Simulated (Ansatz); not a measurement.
Relaxation of Cl2FH5HfOSi (11 atoms, charge 0, multiplicity 1), to a largest force component of 0.03 eV/Å in at most 50 steps.

Method: Ansatz 0.2.0, RKS B3LYP/def2-SVP.

```xyz
11
Properties=species:S:1:pos:R:3
Hf -0.100 -0.190 -0.073
F -0.153 -0.072 1.875
Cl 1.980 0.514 -0.959
O -1.443 1.023 -0.703
Si -2.767 1.918 -1.235
H -3.948 1.548 -0.408
H -2.465 3.366 -1.083
H -3.019 1.593 -2.666
Cl -0.734 -2.328 -0.864
H 1.735 -2.056 1.495
H 1.329 -1.600 1.874
```

**Question.** Where does it end, and by what steps?

**Answer.** The run converged. After 4 steps the energy has fallen by 0.105 eV; H11 moved furthest, 0.58 Å.

```
step  energy less start (eV)  largest force component (eV/Å)  accepted
   0                  0.0000                           1.121       yes
   1                 -0.0875                           0.108       yes
   2                 -0.0977                           0.186       yes
   3                 -0.1034                           0.072       yes
   4                 -0.1046                           0.028       yes
```

```xyz
11
Properties=species:S:1:pos:R:3
Hf -0.214 -0.132 -0.095
F -0.266 -0.021 1.812
Cl 1.895 0.559 -0.917
O -1.552 1.074 -0.763
Si -2.847 1.999 -1.310
H -4.051 1.661 -0.503
H -2.513 3.441 -1.152
H -3.089 1.685 -2.744
Cl -0.784 -2.314 -0.814
H 2.100 -2.323 1.605
H 1.738 -1.913 2.133
```

Whether the end is a true minimum wasn't checked by a vibrational analysis.

Run time: 24 s on 4 threads of Arm Neoverse V1 (shared host), peak memory 0.39 GiB.
